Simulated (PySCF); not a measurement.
A structure optimised at r2SCAN-D4/def2-TZVP, used in a PySCF frequency run:

```
B
H 1 1.1921
H 1 1.1921 2 120.59
As 1 1.9763 2 119.36 3 -170.42
H 4 1.5097 1 100.90 2 -144.90
H 4 1.5097 5 97.88 1 -102.78
```

Question: Write its SMILES, formula and point group.

Answer: B[AsH2], AsBH4, Cs

Question: What are its rotational constants (standard atomic weights)?

Answer: 77.454, 10.127, 9.5488 GHz
